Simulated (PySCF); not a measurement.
Compound: C4H5N2O (charge -1).
InChI=1S/C4H5N2O/c1-7-4-2-5-3-6-4/h2-3H,1H3/q-1

Torsions of this conformer, `[CH3:1][O:2][c:3]1[cH:4][n:5][cH:6][n-:7]1`: C1–O2–C3–C4 176°.

The closed-shell ground state was solved at several levels (PySCF, density fitting, gas phase, non-relativistic). Isolated species at its PBE0-D3(BJ)/def2-SVP geometry (one conformer only). The geometry's basis has no diffuse functions, a weakness for an anion. Where the HOMO energy is positive, the finite basis confines the outermost electrons. No diffuse functions stand in pcJ-1, pcSseg-1 and pcSseg-2, which bears on an anion's orbital energies.

| level | basis functions | total energy (Eh) | HOMO (eV) | LUMO (eV) | gap (eV) |
| --- | --- | --- | --- | --- | --- |
| PBE0/pcSseg-1 | 144 | -339.7476 | -0.12 | 5.61 | 5.73 |
| PBE0/def2-SVPD | 183 | -339.5618 | -0.32 | 4.22 | 4.54 |
| wB97X-D/pcSseg-2 | 322 | -340.1838 | -2.10 | 5.84 | 7.94 |

Estimate the row for B3LYP/pcJ-1, a basis of 239 functions; the other rows only guide the guess.

Total energy -340.1781 Eh, HOMO 0.09 eV, LUMO 5.30 eV, gap 5.21 eV.

Over all these levels, which gives the widest orbital gap and which the narrowest?

wB97X-D/pcSseg-2 (range-separated hybrid) has the widest, 7.94 eV, and PBE0/def2-SVPD (global hybrid, 25 % exact exchange) the narrowest, 4.54 eV. Functional and basis both differ between the two, so the spread mixes both effects.

wB97X-D is run here without its empirical dispersion term; that term would change no orbital, density or response property at a fixed geometry.
